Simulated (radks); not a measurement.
Coherent X-ray form factor from a spherical all-electron density. Method: non-relativistic Kohn-Sham, LB94 model potential, spin-polarised, spherical densities, point nucleus; computed with a radial shooting solver on a logarithmic mesh with Libxc functionals.

sin(theta)/lambda (1/angstrom)  f0 (electrons)
0.05                                    47.282
0.1                                     45.344
0.15                                    42.667
0.2                                     39.711
0.25                                    36.769
0.3                                     33.985
0.4                                     29.122
0.5                                     25.303
0.6                                     22.437
0.8                                     18.610
1                                       15.890
1.25                                    12.903
1.5                                     10.315
2                                        6.950

The species is in the configuration that NIST lists as its ground one. Which atom or ion scatters so?

Answer. The indium ion In+, [Kr] 4d10 5s2. Extrapolating in s^2 from the first two rows gives f0(0) = 47.9, near the electron count 48; among species with that count, the fall with angle is slower the higher Z, and the table is that of Z = 49; from so few rows the species is fixed only to a neighbour or two.
